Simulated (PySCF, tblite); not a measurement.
Isomers of C2H9NOSi, one GFN2-xTB conformer each. Single-point energies are computed at PBE0/pcSseg-1 (PySCF, gas phase, no added dispersion term), electronic only.

| SMILES | GFN2-xTB relative energy (kcal/mol) |
| --- | --- |
| N[SiH2]CCO | 35.9 |
| CN[Si@H](C)O | 0.0 |
| CC[Si@@H](N)O | 0.4 |

Conformers: `[NH2:1][SiH2:2][CH2:3][CH2:4][OH:5]` with H–N1–Si2–C3 -175° and 46°, N1–Si2–C3–C4 -170°, Si2–C3–C4–O5 -64°, C3–C4–O5–H 58°; `[CH3:1][NH:2][Si@H:3]([CH3:4])[OH:5]` with C1–N2–Si3–C4 -54°, N2–Si3–O5–H 58°; `[CH3:1][CH2:2][Si@@H:3]([NH2:4])[OH:5]` with C1–C2–Si3–N4 -173°, C2–Si3–N4–H -52° and 173°, C2–Si3–O5–H -62°.

Problem. What does PBE0/pcSseg-1 give for the same structures?

Solution. 
| SMILES | PBE0/pcSseg-1 E (Eh) | PBE0/pcSseg-1 (kcal/mol) | GFN2-xTB (kcal/mol) | point group |
| --- | --- | --- | --- | --- |
| CC[Si@@H](N)O | -500.77697 | 0.0 | 0.4 | C1 |
| CN[Si@H](C)O | -500.76755 | 5.9 | 0.0 | C1 |
| N[SiH2]CCO | -500.71088 | 41.5 | 35.9 | C1 |

GFN2-xTB puts CN[Si@H](C)O lowest instead; measured from each level's own lowest isomer, the values differ by up to 5.9 kcal/mol (CN[Si@H](C)O: 0.0 against 5.9). As drawn, the lowest has an Si–O bond, which the highest lacks.

Problem. Which frontier levels, dipoles and rotational constants go with these structures?

Solution. 
```csv
SMILES,"HOMO (eV, PBE0/pcSseg-1)",LUMO (eV),dipole (D),"A, B, C (MHz)"
CC[Si@@H](N)O,-7.34,1.21,1.72,"5946, 2668, 2049"
CN[Si@H](C)O,-6.69,1.33,1.79,"5474, 2871, 2101"
N[SiH2]CCO,-7.41,0.44,2.75,"10103, 1833, 1669"
```

Problem. What happens when harmonic zero-point energies from GFN2-xTB frequencies are added?

Solution. 
```
       SMILES  ZPE (kcal/mol)  electronic (kcal/mol)  with ZPE (kcal/mol)
CC[Si@@H](N)O            70.9                    0.0                  0.0
 CN[Si@H](C)O            70.5                    5.9                  5.5
   N[SiH2]CCO            69.2                   41.5                 39.8
```

The zero-point energies span 1.7 kcal/mol. The order is unchanged.
